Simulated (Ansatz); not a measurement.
`CN[SiH](N)S` and `CN[SiH](S)Cl` differ in one atom or group.

Ansatz, PBE0-D4/def2-TZVP geometries, multiplicity 1. Each molecule was computed in one conformer, which needn't be the lowest.

```tsv
property	`CN[SiH](N)S`
size of the dipole moment (ωB97M-V/def2-TZVPP) / D	1.64
HOMO–LUMO gap (PBE/def2-TZVPP) / eV	5.19
size of the dipole moment (PBE/def2-TZVPP) / D	1.66
HOMO energy (PBE/def2-TZVPP) / eV	-5.43
size of the dipole moment (B3LYP/def2-TZVPP) / D	1.65
HOMO–LUMO gap (B3LYP/def2-TZVPP) / eV	6.88
```

Task: What does the change do to each property? (An estimate is asked.)

Result: Ansatz gave: 
| property | `CN[SiH](S)Cl` | shift |
| --- | --- | --- |
| size of the dipole moment (ωB97M-V/def2-TZVPP) / D | 1.64 | 0.00 |
| HOMO–LUMO gap (PBE/def2-TZVPP) / eV | 5.26 | 0.07 |
| size of the dipole moment (PBE/def2-TZVPP) / D | 1.66 | 0.00 |
| HOMO energy (PBE/def2-TZVPP) / eV | -6.06 | -0.63 |
| size of the dipole moment (B3LYP/def2-TZVPP) / D | 1.65 | 0.00 |
| HOMO–LUMO gap (B3LYP/def2-TZVPP) / eV | 7.11 | 0.23 |

With PBE0 the HOMO falls by 0.69 eV and the LUMO falls by 0.52 eV, so the gap widens by about 0.17 eV. PBE moves the HOMO by -0.63 eV and ωB97M-V by -0.75 eV. Dipoles are sizes alone; their direction can turn.

B3LYP here is the variant with VWN-RPA as its local correlation; programs differ in this.
